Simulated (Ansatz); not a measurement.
`FC(F)(F)[Si]12O[Si]3(F)O[Si]4(F)O[Si](F)(O3)O[Si](F)(O[Si](F)(O4)O1)O2` was relaxed with r2SCAN-D4 (def2-SVP) in Ansatz in these states: charge +1 doublet, charge -1 doublet, neutral singlet. The geometries follow in no particular order.

A:

```xyz
24

F     3.891   -1.057   -1.411
C     3.527    0.014   -0.685
F     4.226   -0.013    0.466
F     3.892    1.116   -1.362
Si    1.659    0.007   -0.335
O     0.853    0.040   -1.768
Si   -0.736    0.050   -2.182
F    -0.859    0.086   -3.766
O    -1.474    1.359   -1.507
Si   -2.306    1.498   -0.091
F    -3.508    2.528   -0.244
O    -2.869   -0.005    0.282
Si   -2.308   -1.490   -0.159
F    -3.511   -2.509   -0.359
O    -1.476   -1.287   -1.567
O    -1.305   -2.068    1.001
Si    0.084   -1.536    1.687
F     0.559   -2.585    2.782
O    -0.159   -0.054    2.365
Si    0.086    1.457    1.756
F     0.562    2.455    2.897
O    -1.303    2.022    1.094
O     1.239    1.316    0.584
O     1.237   -1.343    0.523
```

B:

| atom | x (Å) | y (Å) | z (Å) |
| --- | --- | --- | --- |
| F1 | 2.3073 | -3.3056 | 0.5312 |
| C2 | 1.0272 | -3.0547 | 0.9150 |
| F3 | 0.2774 | -4.0601 | 0.3949 |
| F4 | 0.9993 | -3.2265 | 2.2636 |
| Si5 | 0.4185 | -1.3096 | 0.3758 |
| O6 | 1.6549 | -0.5024 | 1.2724 |
| Si7 | 1.6277 | 1.1286 | 1.1774 |
| F8 | 2.8460 | 1.6816 | 2.0720 |
| O9 | 0.2514 | 1.8360 | 1.7893 |
| Si10 | -1.0936 | 2.2234 | 0.9208 |
| F11 | -1.7821 | 3.4895 | 1.6309 |
| O12 | -0.6243 | 2.6866 | -0.5941 |
| Si13 | 0.6814 | 2.1160 | -1.4302 |
| F14 | 1.2298 | 3.3074 | -2.3583 |
| O15 | 1.8683 | 1.7383 | -0.3522 |
| O16 | 0.2610 | 0.9030 | -2.4435 |
| Si17 | -0.4428 | -0.5701 | -2.1568 |
| F18 | -0.7127 | -1.1750 | -3.6237 |
| O19 | -1.9297 | -0.3927 | -1.4390 |
| Si20 | -2.2183 | -0.4627 | 0.1948 |
| F21 | -3.7280 | -0.9926 | 0.3700 |
| O22 | -2.2357 | 1.0540 | 0.8633 |
| O23 | -1.1995 | -1.5042 | 0.9498 |
| O24 | 0.5166 | -1.6080 | -1.3232 |

C:

```xyz
24

F    -1.4154    3.3581   -2.0493
C    -1.2485    3.3650   -0.7635
F    -0.2978    4.1449   -0.3534
F    -2.3471    3.4590   -0.0814
Si   -0.5447    1.3172   -0.3254
O    -1.7950    0.4718   -0.8739
Si   -1.8462   -1.2202   -0.8113
F    -3.2219   -1.6665   -1.4396
O    -1.6558   -1.6278    0.7634
Si   -0.3511   -2.2154    1.6024
F    -0.7791   -3.3201    2.6450
O     0.6981   -2.7871    0.4734
Si    0.9262   -2.3538   -1.0959
F     1.4154   -3.5579   -1.9910
O    -0.5262   -1.7502   -1.6230
O     2.0278   -1.1302   -1.1562
Si    2.2176    0.3971   -0.6465
F     3.4998    1.0945   -1.2410
O     2.1504    0.5003    0.9923
Si    0.9243    0.5372    2.0857
F     1.3069    1.3321    3.3917
O     0.3500   -0.9484    2.3884
O    -0.3201    1.3626    1.2723
O     0.8327    1.2377   -1.1630
```

Problem. Judge from the bond lengths which geometry belongs to which state (an estimate).

Solution. A is the neutral singlet (C2–Si5 1.900 Å, Si5–O6 1.644 Å, Si5–O23 1.654 Å); B is the charge -1 doublet (C2–Si5 1.925 Å, Si5–O6 1.728 Å, Si5–O23 1.728 Å); C is the charge +1 doublet (C2–Si5 2.209 Å, Si5–O6 1.606 Å, Si5–O23 1.614 Å).
